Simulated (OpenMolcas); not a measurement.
# d1 ions of charge +4 down a group on the Ge site of Cs2GeF6

```yaml
Program: OpenMolcas
Method: CASSCF
Spin-orbit_coupling: RASSI with atomic mean-field integrals over the reference wave functions
```

The d shell is active. Each dopant is a cluster with its nearest anions in model potentials and point charges, with no relaxation. Distances were set from a Shannon-type radius of the metal (high-spin where two are listed) plus a fixed donor radius (F 1.31 Å), in hosts weighted 0.65 to 0.35 with the host's distance in the model lattice. Ligand basis ANO-RCC-VDZP, DKH2 Hamiltonian. States (labels of O, the rotations of Oh). Energies in cm-1 above the lowest state or level, χT in cm3 K/mol; under a threefold ground state the first gap can be a small split of the lowest multiplet, not the spin-orbit step; 10Dq is the gap between the two states. Spin-only χT is S(S+1) / 2 for the spin of the ground state.

```
 Ion  Shell  R (Å)   Metal basis  Ground state  First state of that spin   10Dq  First gap with spin-orbit (degeneracies)  χT at 300 K  Spin-only χT
 V4+    3d1   1.86  ANO-RCC-VTZP           2T2                  2E 20464  20464                              334.8 (4, 2)        0.363         0.375
Nb4+    4d1  1.925  ANO-RCC-VTZP           2T2                  2E 37490  37490                              964.2 (4, 2)        0.152         0.375
Ta4+    5d1  1.925  ANO-RCC-VTZP           2T2                  2E 43440  43440                               3694 (4, 2)        0.042         0.375
```

|10Dq| changes by factors of 37490 / 20464 = 1.83 from V4+ to Nb4+, 43440 / 37490 = 1.16 from Nb4+ to Ta4+.

χT departs most from the spin-only value for Ta4+, by -0.333 cm3 K/mol.

An orbital triplet at a regular site is open to Jahn-Teller coupling, which can distort the site and quench the lowest spin-orbit gaps and is left out. Ligand-to-metal charge-transfer states are missing. The least metal-like active orbital is 82 % on the metal (Löwdin) and no ligand orbital is active, so the numbers are rough (holds for V4+). With metal d orbitals alone and no dynamic correlation 10Dq can be off by a tenth to a fifth, either way, in oxide and fluoride hosts (holds for V4+). The least metal-like active orbital is 78 % on the metal (Löwdin) and no ligand orbital is active, so the numbers are rough (holds for Nb4+). With metal d orbitals alone the field can be off either way by tens of per cent (holds for Nb4+; Ta4+). The least metal-like active orbital is 75 % on the metal (Löwdin) and no ligand orbital is active, so the numbers are rough (holds for Ta4+). No measured value stands beside these numbers; the geometry was set by hand and not optimised.
